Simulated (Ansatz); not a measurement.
Ansatz (a first-principles code) input (CCSD(T)/6-31G*):

Ansatz 0.2 input:
```yaml
crystal:
  periodic: [false, false, false]
  atoms:
    - {symbol: K, position_ang: [-0.00000000, -0.00000000, -0.77636802]}
    - {symbol: O, position_ang: [0.00000000, 0.00000000, 1.53236270]}
    - {symbol: H, position_ang: [0.00000000, 0.00000000, 2.49209083]}
basis:
  gaussian:
    orbitals: 6-31G*
total_charge: -1
magnetization: {spin_polarized: true, initial_magnetization: 1}
correlation: {method: ccsd_t, electrons: outside_noble_gas}
```

Output:

```
Functional definition: HF
integrals: 0.03 GiB planned
501 factors; integrals over basis functions are off by at most 6.0e-4 eV
mean field: 0.10 GiB planned
mean field evaluation 1: about -18348.1343 eV, gradient 3.2e1 eV
mean field evaluation 2: about -18348.1350 eV, gradient 3.2e1 eV
mean field evaluation 4: about -18354.7691 eV, gradient 1.2e1 eV
mean field evaluation 8: about -18355.8213 eV, gradient 3.3e-1 eV
mean field evaluation 16: about -18348.5588 eV, gradient 4.3e1 eV
mean field evaluation 32: about -18353.8138 eV, gradient 1.3e-3 eV
mean field evaluation 64: about -18353.7791 eV, gradient 1.9e-6 eV
mean field evaluation 96: about -18355.8241 eV, gradient 2.9e-1 eV
mean field evaluation 128: about -18355.7542 eV, gradient 1.4e0 eV
mean field evaluation 160: about -18354.4684 eV, gradient 2.3e0 eV
mean field evaluation 192: about -18353.6512 eV, gradient 4.6e-1 eV
mean field evaluation 224: about -18353.6125 eV, gradient 1.1e-1 eV
mean field evaluation 256: about -18352.9680 eV, gradient 5.5e-1 eV
mean field evaluation 288: about -18352.4571 eV, gradient 9.7e-4 eV
mean field evaluation 320: about -18353.5658 eV, gradient 1.8e0 eV
mean field evaluation 352: about -18352.8856 eV, gradient 3.8e-1 eV
mean field evaluation 384: about -18352.5611 eV, gradient 2.2e0 eV
mean field evaluation 416: about -18353.1633 eV, gradient 3.5e0 eV
mean field evaluation 448: about -18352.3083 eV, gradient 1.1e-3 eV
mean field evaluation 480: about -18354.9600 eV, gradient 1.3e-2 eV
mean field evaluation 512: about -18354.3952 eV, gradient 2.7e-1 eV
mean field evaluation 544: about -18352.7518 eV, gradient 3.6e-1 eV
mean field evaluation 576: about -18354.8990 eV, gradient 1.4e0 eV
mean field evaluation 608: about -18353.6497 eV, gradient 9.3e0 eV
mean field evaluation 640: about -18352.7460 eV, gradient 2.6e-2 eV
mean field evaluation 672: about -18353.8118 eV, gradient 1.5e-1 eV
mean field evaluation 704: about -18353.7581 eV, gradient 3.7e-1 eV
mean field evaluation 736: about -18353.0024 eV, gradient 1.4e-1 eV
mean field evaluation 768: about -18352.1304 eV, gradient 1.6e1 eV
mean field evaluation 800: about -18353.0216 eV, gradient 1.1e-2 eV
mean field evaluation 832: about -18352.9907 eV, gradient 5.6e-3 eV
mean field evaluation 864: about -18352.2345 eV, gradient 3.5e-3 eV
mean field evaluation 896: about -18352.9879 eV, gradient 6.7e-2 eV
mean field -18355.82651413 eV, -674.5641823683 hartree, gradient 5.4e-6 eV, S^2 0.750056; 24 other end points of the search recorded, 0 dependent functions left out
determinant -18355.82651413 eV, -674.5641823683 hartree, with singles and doubles -18361.40744777 eV, -674.7692778964 hartree
determinant -18354.95998006 eV, -674.5323378286 hartree, with singles and doubles -18360.54397998 eV, -674.7375460407 hartree
determinant -18354.40443250 eV, -674.5119218323 hartree, with singles and doubles -18360.08274611 eV, -674.7205960086 hartree
determinant -18353.91732303 eV, -674.4940208895 hartree, with singles and doubles -18359.51043354 eV, -674.6995639093 hartree
determinant -18353.81379136 eV, -674.4902161706 hartree, with singles and doubles -18358.41675868 eV, -674.6593720995 hartree
determinant -18353.77913571 eV, -674.4889425989 hartree, with singles and doubles -18358.41829060 eV, -674.6594283969 hartree
determinant -18353.66009891 eV, -674.4845680773 hartree, with singles and doubles -18357.98395806 eV, -674.6434669701 hartree
determinant -18353.61761978 eV, -674.4830069979 hartree, with singles and doubles -18358.49216639 eV, -674.6621432819 hartree
determinant -18353.61393070 eV, -674.4828714269 hartree, with singles and doubles -18357.89998144 eV, -674.6403808864 hartree
determinant -18353.11324001 eV, -674.4644713835 hartree, with singles and doubles -18357.73854510 eV, -674.6344482103 hartree
determinant -18353.02164285 eV, -674.4611052499 hartree, with singles and doubles -18357.64350136 eV, -674.6309554174 hartree
determinant -18353.00315413 eV, -674.4604258021 hartree, with singles and doubles -18357.85515729 eV, -674.6387336292 hartree
determinant -18352.99069365 eV, -674.4599678877 hartree, with singles and doubles -18357.84481448 eV, -674.6383535379 hartree
determinant -18352.74597907 eV, -674.4509747928 hartree, with singles and doubles -18358.33061938 eV, -674.6562065389 hartree
determinant -18352.45710889 eV, -674.4403590095 hartree, with singles and doubles -18356.76621888 eV, -674.5987158808 hartree
10 core orbitals not correlated, not the lowest: weight in the atoms' cores, before any rotation towards them, 0.964 or more for the frozen orbitals, at most 0.028 for the correlated occupied ones
reference -18355.82651413 eV, -674.5641823683 hartree; 5, 4 occupied and 37, 38 virtual orbitals, 501 factors
second order -5.50069403 eV of doubles, -0.00000000 eV of singles
coupled cluster: 0.11 GiB planned
cycle   1  -5.57939967 eV  change   -3.9e-2 eV  update   1.4e-2
cycle   2  -5.58487027 eV  change   -5.5e-3 eV  update   4.5e-3
cycle   3  -5.58471658 eV  change    1.5e-4 eV  update   3.5e-3
cycle   4  -5.58520590 eV  change   -4.9e-4 eV  update   1.3e-3
cycle   5  -5.58541372 eV  change   -2.1e-4 eV  update   7.8e-4
cycle   6  -5.58538058 eV  change    3.3e-5 eV  update   2.6e-4
cycle   7  -5.58542844 eV  change   -4.8e-5 eV  update   1.1e-4
cycle   8  -5.58545416 eV  change   -2.6e-5 eV  update   4.7e-5
cycle   9  -5.58545016 eV  change    4.0e-6 eV  update   1.7e-5
cycle  10  -5.58545168 eV  change   -1.5e-6 eV  update   7.4e-6
perturbative correction -0.09774213 eV, -0.0035919570 hartree
Total energy: -18361.50970794 eV, -674.7730358887 hartree
```
